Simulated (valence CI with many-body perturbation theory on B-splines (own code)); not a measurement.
Ba XLIX: electric-dipole lines

Computed by relativistic CI+MBPT: six valence electrons over a frozen Dirac-Fock core [He], radial functions for each j: 9 s, 9 p, 8 d, 6 f, 3 g, 1 h, with the one-electron correlation potential Σ1, the two-electron term Σ2, the three-electron term Σ3, Breit, model QED; selected CI, second order for the rest, scaled by the run's own slope (own B-spline code, finite nucleus).

No measured spectrum was set against this ion. As an estimate, large intervals hold to a few tenths of a per cent, small ones and those within an open d or f shell to about a per cent. Among the levels kept, up to 2400 cm⁻¹ of a level comes from second order outside the variational space, and about a tenth of that is noise between levels of different J, which matters for small intervals.

Lines 101 to 150 of 226 in falling wavelength, among levels below 406.92 Ry, chosen from the strongest by gf and those to the six lowest levels. Wavelengths and rates use the calculated energies. Electric multipoles are in the length gauge with retardation, E1 and E2 with the static RPA response of the core. Weak lines are less certain than strong ones. Lines between different terms over intervals too small for the method are left out, as are lines whose strength nearly cancels. The highest levels of a list are the least certain.

Levels are named by their leading jj configuration (3d3/2^4 stands for four electrons in 3d with j = 3/2), which in mixed levels can hold well under half, so a name can repeat and another be missing. Letters in brackets count levels of one name in rising energy.

| λ vac (Å) | Upper | Lower | A (s⁻¹) | S (a.u.) |
| --- | --- | --- | --- | --- |
| 17.96 | (2s 2p1/2^2 2p3/2^2 3s) J=1 [a] | (2s^2 2p1/2^2 2p3/2 3s) J=2 | 1.10e+12 | 9.48e-03 |
| 17.96 | (2s 2p1/2 2p3/2^4) J=1 | (2s^2 2p1/2 2p3/2^3) J=2 | 1.99e+12 | 1.70e-02 |
| 17.80 | (2s 2p1/2^2 2p3/2^2 3s) J=2 | (2s^2 2p1/2^2 2p3/2 3s) J=2 | 1.56e+12 | 2.17e-02 |
| 17.75 | (2p1/2^2 2p3/2^4) J=0 | (2s 2p1/2^2 2p3/2^3) J=1 | 3.77e+12 | 1.04e-02 |
| 17.64 | (2s 2p1/2^2 2p3/2^2 3s) J=0 | (2s^2 2p1/2^2 2p3/2 3s) J=1 | 9.57e+11 | 2.59e-03 |
| 17.53 | (2s 2p1/2 2p3/2^4) J=1 | (2s^2 2p1/2 2p3/2^3) J=1 | 3.10e+11 | 2.47e-03 |
| 17.15 | (2s 2p1/2^2 2p3/2^3) J=1 | (2s^2 2p1/2^2 2p3/2^2) J=2 | 1.88e+12 | 1.40e-02 |
| 11.69 | (2s 2p1/2 2p3/2^4) J=1 | (2s^2 2p1/2^2 2p3/2^2) J=0 | 1.29e+09 | 3.06e-06 |
| 11.26 | (2s 2p1/2 2p3/2^4) J=1 | (2s^2 2p1/2^2 2p3/2^2) J=2 | 4.10e+10 | 8.67e-05 |
| 2.968 | (2s^2 2p1/2^2 2p3/2 3p1/2) J=2 | (2s 2p1/2^2 2p3/2^3) J=1 | 4.25e+10 | 2.74e-06 |
| 2.930 | (2s^2 2p1/2^2 2p3/2 3p1/2) J=1 | (2s 2p1/2^2 2p3/2^3) J=2 | 6.42e+10 | 2.39e-06 |
| 2.929 | (2s^2 2p1/2^2 2p3/2 3p1/2) J=2 | (2s 2p1/2^2 2p3/2^3) J=2 | 7.73e+09 | 4.79e-07 |
| 2.891 | (2s^2 2p1/2^2 2p3/2 3p3/2) J=1 | (2s 2p1/2^2 2p3/2^3) J=1 | 2.08e+10 | 7.43e-07 |
| 2.878 | (2s^2 2p1/2^2 2p3/2 3p3/2) J=2 | (2s 2p1/2^2 2p3/2^3) J=1 | 3.24e+09 | 1.90e-07 |
| 2.866 | (2s^2 2p1/2^2 2p3/2 3p3/2) J=0 | (2s 2p1/2^2 2p3/2^3) J=1 | 4.48e+11 | 5.21e-06 |
| 2.854 | (2s^2 2p1/2^2 2p3/2 3p3/2) J=3 | (2s 2p1/2^2 2p3/2^3) J=2 | 5.23e+10 | 4.20e-06 |
| 2.854 | (2s^2 2p1/2^2 2p3/2 3p3/2) J=1 | (2s 2p1/2^2 2p3/2^3) J=2 | 8.96e+10 | 3.08e-06 |
| 2.841 | (2s^2 2p1/2^2 2p3/2 3p3/2) J=2 | (2s 2p1/2^2 2p3/2^3) J=2 | 6.81e+10 | 3.85e-06 |
| 2.813 | (2s^2 2p1/2^2 2p3/2 3s) J=2 | (2s^2 2p1/2 2p3/2^3) J=2 | 1.46e+10 | 8.01e-07 |
| 2.809 | (2s^2 2p1/2^2 2p3/2 3s) J=1 | (2s^2 2p1/2 2p3/2^3) J=2 | 8.03e+09 | 2.63e-07 |
| 2.802 | (2s^2 2p1/2^2 2p3/2 3s) J=2 | (2s^2 2p1/2 2p3/2^3) J=1 | 2.10e+09 | 1.14e-07 |
| 2.798 | (2s^2 2p1/2^2 2p3/2 3s) J=1 | (2s^2 2p1/2 2p3/2^3) J=1 | 3.58e+10 | 1.16e-06 |
| 2.723 | (2s^2 2p1/2 2p3/2^2 3p1/2) J=1 [a] | (2s 2p1/2^2 2p3/2^3) J=1 | 3.40e+10 | 1.02e-06 |
| 2.695 | (2s^2 2p1/2 2p3/2^2 3p1/2) J=2 [b] | (2s 2p1/2^2 2p3/2^3) J=1 | 2.88e+11 | 1.39e-05 |
| 2.691 | (2s^2 2p1/2 2p3/2^2 3p1/2) J=1 [b] | (2s 2p1/2^2 2p3/2^3) J=1 | 3.38e+10 | 9.76e-07 |
| 2.690 | (2s^2 2p1/2 2p3/2^2 3p1/2) J=1 [a] | (2s 2p1/2^2 2p3/2^3) J=2 | 1.43e+10 | 4.12e-07 |
| 2.686 | (2s^2 2p1/2 2p3/2^2 3p1/2) J=2 [a] | (2s 2p1/2^2 2p3/2^3) J=2 | 6.40e+09 | 3.06e-07 |
| 2.677 | (2s^2 2p1/2 2p3/2^2 3p1/2) J=3 | (2s 2p1/2^2 2p3/2^3) J=2 | 3.48e+10 | 2.31e-06 |
| 2.673 | (2s^2 2p1/2 2p3/2^2 3p1/2) J=0 | (2s 2p1/2^2 2p3/2^3) J=1 | 5.07e+11 | 4.77e-06 |
| 2.662 | (2s^2 2p1/2 2p3/2^2 3p1/2) J=2 [b] | (2s 2p1/2^2 2p3/2^3) J=2 | 4.83e+11 | 2.25e-05 |
| 2.658 | (2s^2 2p1/2 2p3/2^2 3p1/2) J=1 [b] | (2s 2p1/2^2 2p3/2^3) J=2 | 1.15e+10 | 3.20e-07 |
| 2.657 | (2s^2 2p1/2 2p3/2^2 3p3/2) J=2 [a] | (2s 2p1/2^2 2p3/2^3) J=1 | 5.83e+10 | 2.70e-06 |
| 2.648 | (2s^2 2p1/2 2p3/2^2 3p3/2) J=1 [a] | (2s 2p1/2^2 2p3/2^3) J=1 | 6.37e+10 | 1.75e-06 |
| 2.645 | (2s^2 2p1/2^2 2p3/2 3d3/2) J=2 | (2s^2 2p1/2 2p3/2^3) J=2 | 5.81e+10 | 2.65e-06 |
| 2.642 | (2s^2 2p1/2^2 2p3/2 3d3/2) J=3 | (2s^2 2p1/2 2p3/2^3) J=2 | 1.64e+10 | 1.05e-06 |
| 2.641 | (2s^2 2p1/2^2 2p3/2 3d3/2) J=1 | (2s^2 2p1/2 2p3/2^3) J=2 | 1.30e+11 | 3.54e-06 |
| 2.636 | (2s^2 2p1/2^2 2p3/2 3d3/2) J=2 | (2s^2 2p1/2 2p3/2^3) J=1 | 2.21e+11 | 9.98e-06 |
| 2.635 | (2s^2 2p1/2 2p3/2^2 3p3/2) J=1 [b] | (2s 2p1/2^2 2p3/2^3) J=1 | 1.92e+12 | 5.20e-05 |
| 2.631 | (2s^2 2p1/2^2 2p3/2 3d3/2) J=1 | (2s^2 2p1/2 2p3/2^3) J=1 | 5.49e+09 | 1.48e-07 |
| 2.630 | (2s^2 2p1/2^2 2p3/2 3d3/2) J=0 | (2s^2 2p1/2 2p3/2^3) J=1 | 1.19e+11 | 1.07e-06 |
| 2.630 | (2s^2 2p1/2 2p3/2^2 3p3/2) J=2 [b] | (2s 2p1/2^2 2p3/2^3) J=1 | 4.16e+11 | 1.87e-05 |
| 2.627 | (2s^2 2p1/2 2p3/2^2 3p3/2) J=3 [a] | (2s 2p1/2^2 2p3/2^3) J=2 | 8.28e+11 | 5.19e-05 |
| 2.625 | (2s^2 2p1/2 2p3/2^2 3p3/2) J=2 [a] | (2s 2p1/2^2 2p3/2^3) J=2 | 1.01e+12 | 4.49e-05 |
| 2.624 | (2s^2 2p1/2 2p3/2^2 3p3/2) J=1 [c] | (2s 2p1/2^2 2p3/2^3) J=1 | 2.30e+10 | 6.15e-07 |
| 2.623 | (2s^2 2p1/2^2 2p3/2 3d5/2) J=2 | (2s^2 2p1/2 2p3/2^3) J=2 | 5.01e+09 | 2.23e-07 |
| 2.622 | (2s^2 2p1/2 2p3/2^2 3p3/2) J=2 [c] | (2s 2p1/2^2 2p3/2^3) J=1 | 1.88e+12 | 8.34e-05 |
| 2.618 | (2s^2 2p1/2 2p3/2^2 3p3/2) J=2 [d] | (2s 2p1/2^2 2p3/2^3) J=1 | 3.90e+12 | 1.73e-04 |
| 2.616 | (2s^2 2p1/2^2 2p3/2 3d5/2) J=3 | (2s^2 2p1/2 2p3/2^3) J=2 | 1.75e+09 | 1.08e-07 |
| 2.615 | (2s^2 2p1/2 2p3/2^2 3p3/2) J=3 [b] | (2s 2p1/2^2 2p3/2^3) J=2 | 6.23e+11 | 3.85e-05 |
| 2.614 | (2s^2 2p1/2^2 2p3/2 3d5/2) J=2 | (2s^2 2p1/2 2p3/2^3) J=1 | 2.48e+10 | 1.09e-06 |
